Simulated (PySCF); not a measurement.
Stationary points of [CeH3]+

Computed with PBE0 in PySCF with Ce def2-TZVP with ECP28, H def2-TZVP; scalar-relativistic core potentials, no spin–orbit coupling; density-fitted integrals.

Relaxations began from a few typed shapes. The search is not exhaustive: other isomers or separated fragments can lie lower, and high-lying points may rest on an excited occupation.

(1) Order these stationary points by electronic energy, lowest first, in kJ/mol from the lowest minimum.
A. singlet D3h: Ce–H 1.908 Å (×3); H–Ce–H 120.0° (×3)
B. singlet C3v: Ce–H 1.901 Å (×3); H–Ce–H 109.9° (×3)

(2) Which of them are minima?

## Answers

(1) B (0.0), A (5.2).

(2) By energy in kJ/mol, 0.0: minimum; 5.2: saddle point, 1 imaginary mode.

Formally Ce is in oxidation state +4, with 0 electrons left for the f, d and s shells; the Mulliken f population is 0.86.
